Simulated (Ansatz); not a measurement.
Stepwise reaction of `F[SiH](F)[SiH3]` with hydrogen, as a gas-phase model of exchange steps in deposition or etching. ΔE in kJ/mol; ΔG adds harmonic PBE0-D4 terms to CCSD(T)/CBS, at 1 bar.

Program: Ansatz. Geometries: PBE0-D4/def2-TZVP. ΔE: electronic, gas phase. CCSD(T)/CBS adds triple-zeta CCSD(T) − MP2 to the extrapolated MP2 energy (def2 sets, frozen cores). This one scheme is used for every species. DFT in def2-TZVPP. B3LYP here is the variant with VWN-RPA as its local correlation; programs differ in this.

| step | reaction | PBE-D4 | B3LYP-D4 | ωB97M-V | CCSD(T)/CBS | ΔG(600 K) |
| --- | --- | --- | --- | --- | --- | --- |
| 1 | `F[SiH](F)[SiH3]` + H₂ → `F[SiH2][SiH3]` + H–F | 122.3 | 130.5 | 130.5 | 126.7 | 123.5 |

Problem. Give the row of step 2, `F[SiH2][SiH3]` + H₂ → `[SiH3][SiH3]` + H–F. (Estimate.)

Solution. Computed: 
| step | reaction | PBE-D4 | B3LYP-D4 | ωB97M-V | CCSD(T)/CBS | ΔG(600 K) |
| --- | --- | --- | --- | --- | --- | --- |
| 2 | `F[SiH2][SiH3]` + H₂ → `[SiH3][SiH3]` + H–F | 91.1 | 101.0 | 99.7 | 96.7 | 102.5 |

Problem. By hand: ΔE of the 2 steps together at CCSD(T)/CBS.

Solution. (126.7) + (96.7) = 223.4 kJ/mol, or 111.7 kJ/mol a step.

In ΔE each step is lower than the one before. All are uphill at CCSD(T)/CBS. ΔG lies between 102.5 and 123.5 kJ/mol a step. PBE-D4 differs from CCSD(T)/CBS by -5.6 to -4.4 kJ/mol a step. Isolated molecules leave out the surface, adducts and barriers. Largest T1 diagnostic: 0.013.
